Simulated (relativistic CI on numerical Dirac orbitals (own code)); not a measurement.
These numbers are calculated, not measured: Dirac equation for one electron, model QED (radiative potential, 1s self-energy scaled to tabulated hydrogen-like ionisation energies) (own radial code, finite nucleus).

Configurations in the expansion: 1s, 2s, 2p, 3s, 3p, 3d, 4s, 4p, 4d, 4f, 5s, 5p, 5d, 5f, 5g, 6s, 6p, 6d. Levels of other configurations are missing.

Outline of the computed level scheme of Rb XXXVII. Lowest level of each configuration: 1s ²S1/2 at 0.0 eV; 2p ²P°1/2 at 14198.7 eV; 2s ²S1/2 at 14200.6 eV; 3p ²P°1/2 at 16856.9 eV; 3s ²S1/2 at 16857.5 eV; 3d ²D3/2 at 16883.3 eV; 4p ²P°1/2 at 17783.6 eV; 4s ²S1/2 at 17783.8 eV; 4d ²D3/2 at 17794.7 eV.

Some strong electric-dipole decays among the lowest 14 levels: 2p ²P°1/2 → 1s ²S1/2 (1.2e+15 s⁻¹); 2p ²P°3/2 → 1s ²S1/2 (1.2e+15 s⁻¹); 3p ²P°3/2 → 1s ²S1/2 (3.1e+14 s⁻¹); 3p ²P°1/2 → 1s ²S1/2 (3.1e+14 s⁻¹); 4p ²P°3/2 → 1s ²S1/2 (1.3e+14 s⁻¹); 4p ²P°1/2 → 1s ²S1/2 (1.2e+14 s⁻¹); 3d ²D5/2 → 2p ²P°3/2 (1.2e+14 s⁻¹); 3d ²D3/2 → 2p ²P°1/2 (1.0e+14 s⁻¹).
